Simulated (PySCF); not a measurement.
**Stretching ZnC**

Set-up: basis Zn pcseg-1, C pcseg-1; no relativity; PySCF 2.14. Energies in eV from Zn + C in their ground configurations at the same level. State: ³Σ⁻ (triplet), unpaired electrons π ↑↑.

| R (Å) | revPBE |
| --- | --- |
| 1.731 | -0.744 |
| 1.812 | -1.019 |
| 1.892 | -1.166 |
| 1.953 | -1.215 |
| 2.013 | -1.228 |
| 2.073 | -1.214 |
| 2.154 | -1.166 |
| 2.255 | -1.077 |
| 2.375 | -0.953 |
| 2.536 | -0.786 |

Question: Put a parabola through the three lowest points of the revPBE curve and estimate Re, k and ωe (reduced mass 10.1 u; 1 eV/Å² = 0.16022 mdyn/Å; ωe = 1302.8·√(k/μ) cm⁻¹).

Answer: Through R = 1.953, 2.013, 2.073 Å the second-order coefficient is 3.75 eV/Å², so Re ≈ 2.012 Å, k ≈ 1.20 mdyn/Å and ωe ≈ 449 cm⁻¹. A polynomial fit of higher order to the unrounded revPBE energies gives Re = 2.008 Å, k = 1.22 mdyn/Å, ωe = 452 cm⁻¹; anharmonicity and rounding make the difference.

The higher-order fit for each curve: revPBE: Re = 2.008 Å, ωe = 452 cm⁻¹, De = 1.23 eV.

The state is the lowest determinant that a PBE0 search found; another state may lie lower at other levels.
